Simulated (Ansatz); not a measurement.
C$_{3}$H$_{5}$AlF$_{2}$, SMILES `C=C[CH2][Al]([F])[F]`. Charge 0, multiplicity 1.

Z-matrix (Å, degrees):
```
C
C 1 1.492
Al 1 2.319 2 56.2
C 1 1.343 2 125.0 3 -65.3
H 1 1.088 2 116.5 3 104.7
H 2 1.085 1 113.8 3 -121.0
H 2 1.091 1 113.3 3 110.1
F 3 1.645 1 108.4 2 118.4
F 3 1.646 1 120.2 2 -102.2
H 4 1.087 1 121.8 2 -9.8
H 4 1.082 1 121.1 2 172.9
```

Question: List the harmonic frequencies (cm⁻¹, unscaled) at PBE0-D4/def2-TZVP in Ansatz. (Best estimate.)

Answer: Ansatz gave: 65, 99, 160, 210, 235, 254, 422, 567, 655, 731, 815, 914, 925, 943, 985, 1007, 1057, 1197, 1322, 1430, 1453, 1653, 3107, 3146, 3154, 3200, 3251.

Question: Is this a minimum?

Answer: Yes, all 27 modes are real.

Question: Give the ideal-gas thermochemistry at 298.15 K and 1 bar (rigid rotor, harmonic oscillator; point group C1, symmetry number 1).

Answer: Zero-point energy 197.1 kJ/mol; H(298) − E = 219.6 kJ/mol; entropy 360.4 J/(mol·K), of which translation 167.0, rotation 114.4, vibration 78.9; G(298) − E = 112.1 kJ/mol. Modes under 100 cm⁻¹ are hindered rotations or soft bends, so the harmonic entropy is rough.

Question: And at 400, 500, 600, 800 and 1000 K?

Answer: 
```csv
T (K),H − E (kJ/mol),S (J/mol/K),G − E (kJ/mol)
400,232.2,396.8,73.5
500,246.7,429.1,32.2
600,262.8,458.3,-12.2
800,298.5,509.5,-109.1
1000,337.7,553.2,-215.5
```
